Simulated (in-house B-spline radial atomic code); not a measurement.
Values are calculated unless marked as measured or tabulated.
# Softness against transferability: the 4s channel of Ge

Ge, [Ar] 3d10 4s2 4p2, non-relativistic PBE, spherical and spin-unpolarised, from an all-electron radial atomic-structure program (B-spline basis) (atomic units). The all-electron 4s level is ε = -0.418931 hartree, its outermost node lies just inside 0.79 bohr and its outer maximum at 1.76 bohr.

Troullier-Martins pseudo-orbitals are made for several radii. The cutoffs (hartree) are the plane-wave energies beyond which the orbital holds less than the named kinetic energy per electron. The phase error is the difference, pseudo minus all-electron, of arctan(R P'/P) at R = 2.77 bohr for all radii, half a hartree below and above the level.

```json
{"r_c (bohr)": "1.32", "V_l(0) (hartree)": "-3.97", "cutoff for 10 mEh": "15.5", "for 1 mEh": "36", "for 0.1 mEh": "69.6", "phase error at ε − 0.5 (mrad)": "-1.0", "at ε + 0.5 (mrad)": "-3.5"}
{"r_c (bohr)": "1.54", "V_l(0) (hartree)": "2.26", "cutoff for 10 mEh": "5.51", "for 1 mEh": "15.9", "for 0.1 mEh": "31.4", "phase error at ε − 0.5 (mrad)": "-0.6", "at ε + 0.5 (mrad)": "-1.8"}
{"r_c (bohr)": "1.77", "V_l(0) (hartree)": "2.63", "cutoff for 10 mEh": "5.51", "for 1 mEh": "15.5", "for 0.1 mEh": "22.3", "phase error at ε − 0.5 (mrad)": "-0.6", "at ε + 0.5 (mrad)": "-1.7"}
{"r_c (bohr)": "1.99", "V_l(0) (hartree)": "1.55", "cutoff for 10 mEh": "4.99", "for 1 mEh": "13.5", "for 0.1 mEh": "19.7", "phase error at ε − 0.5 (mrad)": "-1.0", "at ε + 0.5 (mrad)": "-2.9"}
{"r_c (bohr)": "2.22", "V_l(0) (hartree)": "0.66", "cutoff for 10 mEh": "4.26", "for 1 mEh": "11.1", "for 0.1 mEh": "15.7", "phase error at ε − 0.5 (mrad)": "-2.0", "at ε + 0.5 (mrad)": "-6.0"}
{"r_c (bohr)": "2.47", "V_l(0) (hartree)": "0.06", "cutoff for 10 mEh": "3.48", "for 1 mEh": "7.53", "for 0.1 mEh": "12.7", "phase error at ε − 0.5 (mrad)": "-4.2", "at ε + 0.5 (mrad)": "-12.0"}
```

Problem. Which radius needs the lowest cutoff for 0.1 mEh while both phase errors stay within 3.6 mrad?

Solution. The radii within that limit are 1.32, 1.54, 1.77, 1.99 bohr; of these r_c = 1.99 needs the least, 19.7 hartree, that is 39.4 Ry or 536 eV.

Problem. What does the larger radius buy, and what does it cost?

Solution. From r_c = 1.32 to 2.47 bohr the cutoff for 1 mEh goes from 36 to 7.53 hartree, a factor of 4.78, against 3.50 for a pure 1/r_c² scaling, end to end; step by step it is 36, 15.9, 15.5, 13.5, 11.1, 7.53, and for 0.1 mEh 69.6, 31.4, 22.3, 19.7, 15.7, 12.7; the number of plane waves goes as the cutoff to the power 3/2, here a factor of 10.5. The larger of the two phase errors is least at r_c = 1.77 bohr, 1.7 mrad; it is 3.5 at the smallest radius and 12.0 at the largest. These errors test the reference atom alone. The smallest radius lies well inside the outer maximum, where the nodeless form must bend sharply to keep the norm, so it is both harder and scatters less well than the next. Large radii also let the cores of neighbours overlap, which an atom doesn't show.
